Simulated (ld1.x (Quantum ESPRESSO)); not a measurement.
## u(r) = r·R(r): atom against pseudo-atom (lead (Pb))

Columns: radius, all-electron u(r) and pseudo u(r) of the 6s shell (level -12.10 eV) of lead in the configuration [Xe] 4f14 5d10 6s2 6p2; PBEsol, scalar-relativistic, ultrasoft scheme, ld1.x (Quantum ESPRESSO) 7.5.

| r (bohr) | all-electron | pseudo |
| --- | --- | --- |
| 0.108 | 0.1471 | -0.0202 |
| 0.215 | -0.0807 | -0.0422 |
| 0.322 | -0.2391 | -0.0678 |
| 0.430 | -0.0178 | -0.0987 |
| 0.538 | 0.2428 | -0.1358 |
| 0.645 | 0.3696 | -0.1792 |
| 0.752 | 0.3542 | -0.2290 |
| 0.860 | 0.2395 | -0.2853 |
| 0.968 | 0.0749 | -0.3464 |
| 1.075 | -0.1007 | -0.4099 |
| 1.182 | -0.2659 | -0.4744 |
| 1.290 | -0.4105 | -0.5379 |
| 1.398 | -0.5279 | -0.5976 |
| 1.505 | -0.6175 | -0.6503 |
| 1.612 | -0.6824 | -0.6946 |
| 1.720 | -0.7259 | -0.7288 |
| 1.828 | -0.7507 | -0.7509 |
| 1.935 | -0.7601 | -0.7601 |
| 2.042 | -0.7575 | -0.7575 |
| 2.150 | -0.7452 | -0.7452 |
| 2.258 | -0.7255 | -0.7255 |
| 2.365 | -0.7006 | -0.7006 |
| 2.472 | -0.6718 | -0.6718 |
| 2.580 | -0.6401 | -0.6401 |
| 2.688 | -0.6068 | -0.6068 |
| 2.795 | -0.5730 | -0.5730 |

Q: How many radial nodes do the two functions have?

A: The all-electron 6s function has n − l − 1 = 5 (the table is too coarse to show those close to the nucleus); the pseudo-wave has 0, since the states of the same l below it are removed with the core.

Q: At about which radius was the pseudo-wave matched?

A: 1.90 bohr, where the columns begin to agree (steps of 0.11 bohr).

Q: Is the pseudo-wave norm-conserving?

A: No, it belongs to an ultrasoft set: the norm inside the radius is not constrained, and the difference is carried by the augmentation charge.
